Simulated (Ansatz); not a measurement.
```yaml
crystal:
  periodic: [false, false, false]
  atoms:
    - {symbol: Cu, position_ang: [-2.058400, -0.542945, -0.859728]}
    - {symbol: Cu, position_ang: [2.058385, 0.542981, 0.859728]}
    - {symbol: Al, position_ang: [0.000005, -0.000036, 0.000000]}
basis:
  gaussian: {orbitals: def2-TZVP}
total_charge: 1
hamiltonian: {xc: {name: r2SCAN50}}
output: {forces: true}
```

```sh
$ ansatz run in.yaml --threads 2 --pin off --events-out ev --progress --plain --max-ram 4352MiB
```

Output, abridged:

```
Functional definition: r2SCAN50
1176 factors; integrals over basis functions are off by at most 9.7e-4 eV
mean field evaluation 1: about -95835.8590 eV, gradient 1.9e2 eV
mean field evaluation 2: about -94680.7211 eV, gradient 9.2e2 eV
mean field evaluation 4: about -95864.5795 eV, gradient 2.4e1 eV
mean field evaluation 8: about -95865.3279 eV, gradient 9.8e-1 eV
mean field evaluation 16: about -95865.3306 eV, gradient 6.4e-4 eV
mean field -95865.33055401 eV, -3522.9859180050 hartree, gradient 1.8e-5 eV, S^2 0.000000; 0 other end points of the search recorded, 0 dependent functions left out
reference -95865.33056119 eV, -3522.9859182688 hartree; 35, 35 occupied and 92, 92 virtual orbitals, 1176 factors
Total energy: -95865.33056119 eV, -3522.9859182688 hartree
Atom 0 at    -2.058400    -0.542945    -0.859728 Å, force    -0.333915    -0.088099    -0.139468 eV/Å
Atom 1 at     2.058385     0.542981     0.859728 Å, force     0.333924     0.088064     0.139468 eV/Å
Atom 2 at     0.000005    -0.000036     0.000000 Å, force    -0.000009     0.000035    -0.000000 eV/Å
Dipole moment:     0.000000    -0.000001     0.000000 e Å
```

Run time 5.5 s (2 threads of Arm Neoverse V2 on a shared host).

The dipole of an ion depends on the origin.
